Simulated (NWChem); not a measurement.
The numbers come from NWChem runs, not from measurements. System: CH$_{5}$Al, charge 1, spin multiplicity 2, at the geometry of a parent with another charge or spin, in a state set for the comparison that need not be this species' ground state. Its SCF solution wasn't tested for a lower state.

Input file:

```
start mol
memory heap 200 mb stack 900 mb global 1100 mb
charge 1
geometry units angstroms nocenter noautoz noautosym
  Al     0.010838    -0.350084    -0.629615
  H     -1.340130    -0.494073    -1.484584
  H      1.369569    -0.963636    -1.224321
  C     -0.013329     0.594888     1.094378
  H     -0.068141     1.693250     0.918911
  H      0.888450     0.408786     1.712395
  H     -0.910663     0.337444     1.696328
end
basis spherical
  * library 6-311g**
end
dft
  xc b3lyp
  odft
  mult 2
  semidirect memsize 60000000 filesize 0
  iterations 100
end
task dft energy
```

The output up to the point where the run's verdict is printed (cleaned and shortened):

```
             Northwest Computational Chemistry Package (NWChem) 7.3.0
             --------------------------------------------------------

                                NWChem Input Module
                                -------------------

 Scaling coordinates for geometry "geometry" by  1.889725989
 (inverse scale =  0.529177249)

                             Geometry "geometry" -> ""
                             -------------------------

 Output coordinates in angstroms (scale by  1.889725989 to convert to a.u.)

  No.       Tag          Charge          X              Y              Z
 ---- ---------------- ---------- -------------- -------------- --------------
    1 Al                  13.0000     0.01083800    -0.35008400    -0.62961500
    2 H                    1.0000    -1.34013000    -0.49407300    -1.48458400
    3 H                    1.0000     1.36956900    -0.96363600    -1.22432100
    4 C                    6.0000    -0.01332900     0.59488800     1.09437800
    5 H                    1.0000    -0.06814100     1.69325000     0.91891100
    6 H                    1.0000     0.88845000     0.40878600     1.71239500
    7 H                    1.0000    -0.91066300     0.33744400     1.69632800

 Effective nuclear repulsion energy (a.u.)      50.1084298698

            Nuclear Dipole moment (a.u.)
            ----------------------------
        X                 Y               Z
 ---------------- ---------------- ----------------
     0.0000094486     0.0000132281     0.0000037795


 Summary of "ao basis" -> "" (spherical)
 ------------------------------------------------------------------------------
       Tag                 Description            Shells   Functions and Types
 ---------------- ------------------------------  ------  ---------------------
 *                          6-311g**                  on all atoms

                                 NWChem DFT Module
                                 -----------------

 Summary of "ao basis" -> "ao basis" (spherical)
 ------------------------------------------------------------------------------
[...]
 d= 0,ls=0.5,diis    75   -283.1782759188 -1.32D-04  5.48D-05  1.96D-04    58.2
                                                     7.09D-05  1.36D-04
 d= 0,ls=0.5,diis    76   -283.1784256619 -1.50D-04  2.25D-05  1.55D-04    59.4
                                                     5.88D-05  1.20D-04
 d= 0,ls=0.5,diis    77   -283.1785139253 -8.83D-05  3.18D-05  1.85D-04    60.6
                                                     6.28D-05  1.30D-04
 d= 0,ls=0.5,diis    78   -283.1786292565 -1.15D-04  2.69D-05  1.80D-04    61.8
                                                     4.92D-05  1.27D-04
 d= 0,ls=0.5,diis    79   -283.1786475135 -1.83D-05  2.61D-05  2.86D-04    63.1
                                                     4.29D-05  1.70D-04
 d= 0,ls=0.5,diis    80   -283.1786416305  5.88D-06  2.49D-05  4.01D-04    64.3
                                                     4.07D-05  2.19D-04
 d= 0,ls=0.5,diis    81   -283.1786266830  1.49D-05  5.19D-05  5.16D-04    65.2
                                                     3.63D-05  2.70D-04
 d= 0,ls=0.5,diis    82   -283.1785156826  1.11D-04  2.73D-05  7.41D-04    65.9
                                                     2.97D-05  3.75D-04
 d= 0,ls=0.5,diis    83   -283.1784644348  5.12D-05  1.67D-05  8.66D-04    66.6
                                                     2.67D-05  4.38D-04
 d= 0,ls=0.5,diis    84   -283.1784367188  2.77D-05  8.76D-06  9.58D-04    67.3
                                                     2.81D-05  4.86D-04
 d= 0,ls=0.5,diis    85   -283.1784550697 -1.84D-05  8.10D-06  9.92D-04    68.0
                                                     2.84D-05  5.08D-04
 d= 0,ls=0.5,diis    86   -283.1784848222 -2.98D-05  4.55D-06  1.02D-03    68.8
                                                     2.75D-05  5.23D-04
 d= 0,ls=0.5,diis    87   -283.1785048105 -2.00D-05  1.35D-04  1.06D-03    69.9
                                                     9.07D-05  5.42D-04
 d= 0,ls=0.5,diis    88   -283.1789346080 -4.30D-04  1.10D-04  5.99D-04    71.1
                                                     8.88D-05  3.25D-04
 d= 0,ls=0.5,diis    89   -283.1792359286 -3.01D-04  9.41D-05  3.87D-04    72.3
                                                     8.78D-05  2.24D-04
 d= 0,ls=0.5,diis    90   -283.1794782481 -2.42D-04  7.75D-05  2.71D-04    73.5
                                                     8.52D-05  1.72D-04
 d= 0,ls=0.5,diis    91   -283.1796810106 -2.03D-04  3.63D-05  2.12D-04    74.7
                                                     6.99D-05  1.46D-04
 d= 0,ls=0.5,diis    92   -283.1797918359 -1.11D-04  1.98D-05  2.56D-04    76.0
                                                     6.19D-05  1.63D-04
 d= 0,ls=0.5,diis    93   -283.1798507977 -5.90D-05  5.99D-05  3.50D-04    77.2
                                                     7.99D-05  2.01D-04
 d= 0,ls=0.5,diis    94   -283.1800418656 -1.91D-04  6.05D-05  2.78D-04    78.4
                                                     8.20D-05  1.65D-04
 d= 0,ls=0.5,diis    95   -283.1802263969 -1.85D-04  1.12D-04  2.32D-04    79.7
                                                     1.04D-04  1.43D-04
 d= 0,ls=0.5,diis    96   -283.1804916303 -2.65D-04  2.40D-04  1.12D-04    80.9
                                                     1.67D-04  9.82D-05
 d= 0,ls=0.5,diis    97   -283.1808247098 -3.33D-04  1.46D-04  2.71D-05    82.1
                                                     1.35D-04  1.13D-04
 d= 0,ls=0.5,diis    98   -283.1810395569 -2.15D-04  7.88D-05  5.61D-05    83.3
                                                     1.10D-04  1.55D-04
 d= 0,ls=0.5,diis    99   -283.1812517974 -2.12D-04  1.13D-04  3.43D-05    84.5
                                                     1.19D-04  1.40D-04
 d= 0,ls=0.5,diis   100   -283.1814268851 -1.75D-04  9.06D-05  9.00D-05    85.7
                                                     1.14D-04  1.93D-04
```

The run did not converge; its last values are not results. The next line reads: Calculation failed to converge. NWChem stopped with the message: dft energy failed.
